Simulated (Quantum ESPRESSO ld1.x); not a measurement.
Question: Coherent X-ray form factor from a spherical all-electron density. Method: Dirac Kohn-Sham, LDA (Slater exchange, Perdew-Zunger correlation), spin-unpolarised, spherical densities, point nucleus; computed with ld1.x of Quantum ESPRESSO 7.5.

| sin(theta)/lambda (1/angstrom) | f0 (electrons) |
|---|---|
| 0.05 | 15.775 |
| 0.1 | 15.139 |
| 0.15 | 14.199 |
| 0.2 | 13.091 |
| 0.25 | 11.950 |
| 0.3 | 10.878 |
| 0.4 | 9.142 |
| 0.5 | 7.961 |
| 0.6 | 7.147 |
| 0.8 | 5.926 |
| 1 | 4.819 |
| 1.25 | 3.609 |
| 1.5 | 2.712 |
| 2 | 1.750 |

The species is in the configuration that NIST lists as its ground one. Which atom or ion scatters so?

Answer: The potassium ion K3+, [Ne] 3s2 3p4. Extrapolating in s^2 from the first two rows gives f0(0) = 16.0, near the electron count 16; among species with that count, the fall with angle is slower the higher Z, and the table is that of Z = 19; from so few rows the species is fixed only to a neighbour or two.
